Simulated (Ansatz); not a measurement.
CH6AlSSb, SMILES `[CH3][SbH][S][AlH2]`, 10 atoms. Total charge 0; spin multiplicity 1. Correlated methods include outer-core shells of Sb, which these sets cover unevenly. Sb takes the def2 core potential. All runs use 4 threads of an Arm Neoverse V1 on a shared host. Correlated methods freeze the cores.

Q: Give the basis size and wall time and peak host memory of each of these runs in Ansatz. RHF-CCSD(T)/def2-SVP energy; RKS SPW92 (LDA)/def2-TZVPP energy; RKS PBE0-D4/def2-TZVPP energy; RKS ωB97M-V/def2-SVP energy; RHF-MP2/def2-QZVPP energy; RKS B3LYP-D4/def2-TZVPP energy and forces; RKS ωB97M-V/def2-QZVPP energy; RKS LC-ωPBE/def2-TZVPP energy; RKS PBE0-D4/def2-TZVP frequencies; RHF-CCSD(T)/def2-TZVPP energy; RKS PBE0-D4/def2-TZVP relaxation (24 steps); direct RPA on PBE orbitals/def2-TZVPP energy. (Estimate.)

A: The calculation gave: Other jobs shared the machine, so times are rough.

| level | job | functions | wall time | peak host memory (GiB) |
| --- | --- | --- | --- | --- |
| RKS SPW92 (LDA)/def2-TZVPP | energy | 249 | 1.4 s | 0.33 |
| RKS LC-ωPBE/def2-TZVPP | energy | 249 | 2.9 s | 0.51 |
| RKS PBE0-D4/def2-TZVPP | energy | 249 | 3.5 s | 0.7 |
| RKS B3LYP-D4/def2-TZVPP | energy and forces | 249 | 5.5 s | 0.76 |
| RHF-CCSD(T)/def2-SVP | energy | 106 | 5.5 s | 0.48 |
| RKS ωB97M-V/def2-SVP | energy | 106 | 6 s | 0.36 |
| direct RPA on PBE orbitals/def2-TZVPP | energy | 249 | 6 s | 0.6 |
| RHF-MP2/def2-QZVPP | energy | 459 | 20 s | 2.5 |
| RKS ωB97M-V/def2-QZVPP | energy | 459 | 22 s | 2.2 |
| RKS PBE0-D4/def2-TZVP | relaxation (24 steps) | 191 | 88 s | 0.57 |
| RKS PBE0-D4/def2-TZVP | frequencies | 191 | 2.7 min | 0.54 |
| RHF-CCSD(T)/def2-TZVPP | energy | 249 | 2.9 min | 5.2 |

B3LYP here is the variant with VWN-RPA as its local correlation; programs differ in this. LC-ωPBE has ω = 0.4 bohr⁻¹.
